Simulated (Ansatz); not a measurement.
Isolated molecules relaxed with PBE0-D4/def2-TZVP in Ansatz; ΔE leaves out vibrations. CCSD(T)/CBS is the MP2 limit (def2-TZVPP, def2-QZVPP) plus CCSD(T) − MP2 in def2-TZVPP, frozen cores. def2 core potentials past Kr. For Te outer-core shells are correlated without core-valence functions, which leaves a few kJ/mol of doubt a bond. Each species was taken in one conformer, which may not be the lowest.

Reaction (ligand exchange at the Si–N bond): `CN([SiH2]Cl)[SiH](O)F` + H₂Te → `O[SiH](F)[TeH]` + `CN[SiH2]Cl`

`CN([SiH2]Cl)[SiH](O)F`:

Cartesian coordinates in Å:
```
C -0.072 1.529 -0.874
N 0.098 0.320 -0.063
Si -0.528 0.276 1.533
Cl -2.289 -0.820 1.611
Si 0.818 -1.062 -0.778
O 0.455 -2.378 0.109
F 2.404 -0.987 -0.765
H 0.716 2.261 -0.679
H -0.042 1.281 -1.939
H -1.036 2.004 -0.681
H 0.391 -0.390 2.474
H -0.868 1.657 1.942
H 0.421 -1.137 -2.199
H -0.468 -2.555 0.309
```

H₂Te:

Cartesian coordinates in Å:
```
Te -0.663 0.258 0.314
H -0.131 -0.010 -1.231
H 0.794 -0.248 0.917
```

`O[SiH](F)[TeH]`:

Cartesian coordinates in Å:
```
O 1.201 0.706 -1.059
Si -0.144 0.474 -0.172
F -1.319 -0.182 -1.027
Te 0.357 -1.096 1.695
H 1.700 -0.065 -1.336
H -0.593 1.815 0.239
H -1.203 -1.651 1.661
```

`CN[SiH2]Cl`:

Z-matrix (Å, degrees):
```
C
N 1 1.450
H 1 1.096 2 113.1
H 1 1.093 2 110.8 3 -122.0
H 1 1.093 2 109.4 3 119.9
Si 2 1.697 1 123.8 3 -88.7
H 2 1.008 1 113.6 3 65.8
Cl 6 2.075 2 114.8 1 68.9
H 6 1.479 2 108.8 1 -48.4
H 6 1.479 2 108.1 1 -172.4
```

| species | HF/def2-TZVPP energy (Eh) |
| --- | --- |
| `CN([SiH2]Cl)[SiH](O)F` | -1308.45520 |
| H₂Te | -268.15349 |
| `O[SiH](F)[TeH]` | -732.21851 |
| `CN[SiH2]Cl` | -844.38345 |

**Question.** Work out ΔE.

**Answer.** ΔE = (-732.21851) + (-844.38345) − (-1308.45520) − (-268.15349) = 0.00673 Eh = +17.7 kJ/mol. CCSD(T)/CBS gives +16.6 kJ/mol.

Largest T1 diagnostic among the species: 0.012.

From PBE to PBE0 (25 % exact exchange), in def2-TZVPP and without D4, ΔE moves by +5.3 kJ/mol. The D4 term adds +10.5 kJ/mol with B3LYP and +6.1 kJ/mol with PBE0; it sums over pairs of atoms, weighted by their polarisabilities, and B3LYP, whose exchange is more repulsive, gets the larger term.

B3LYP here is the variant with VWN-RPA as its local correlation; programs differ in this.
